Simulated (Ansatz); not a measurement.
Molecule: sum formula CrO2Cl, charge 1, multiplicity 1. SMILES: [O]=[Cr+](=[O])[Cl]
Geometry: optimised at B3LYP-D3(BJ)/def2-TZVP (Ansatz, a quantum-chemistry and plane-wave program).

Wanted: vertical ionisation energy (to the doublet state of charge +2; each state is the SCF solution reached for its spin; the UHF <S^2> is 0.99 for the doublet (pure: 0.75); for the doublet the Hartree-Fock reference is unstable and T1 is 0.065; for the singlet the Hartree-Fock reference is unstable and T1 is 0.067), in eV. Correlated levels leave the core frozen unless marked. Open shells are spin-unrestricted. No spin-orbit coupling. The frozen core is the preceding noble-gas configuration, with the filled d and f shells of earlier blocks. Non-relativistic. Basis-set limits of correlation are two-point, X^-3; Hartree-Fock from the larger set. The program attaches cautions to a run behind HF/def2-TZVPPD: large difference. The program attaches cautions to a run behind RI-MP2/CBS(def2-TZVPPD,def2-QZVPPD): large difference. The program attaches cautions to a run behind CCSD/def2-SVPD: large difference.

```
level                                program  vertical ionisation energy (eV)
-----------------------------------  -------  -------------------------------
HF/def2-TZVPPD                        Ansatz                            11.82
HF/def2-QZVPPD                        Ansatz                            11.81
SVWN5/def2-TZVPD                      Ansatz                            18.45
PBE/def2-TZVPD                        Ansatz                            18.18
PBE0/def2-TZVPD                       Ansatz                            18.39
BHLYP/def2-TZVPD                      Ansatz                            17.48
CAM-B3LYP/def2-TZVPD                  Ansatz                            18.44
wB97M-V/def2-TZVPD                    Ansatz                            18.39
wB97X-V/def2-TZVPD                    Ansatz                            18.38
B2PLYP/def2-TZVPD                     Ansatz                            21.36
RI-MP2/def2-TZVPPD                    Ansatz                            27.00
RI-MP2/def2-QZVPPD                    Ansatz                            27.18
RI-MP2/CBS(def2-TZVPPD,def2-QZVPPD)   Ansatz                            27.33
CCSD/def2-SVPD                        Ansatz                            18.07
```
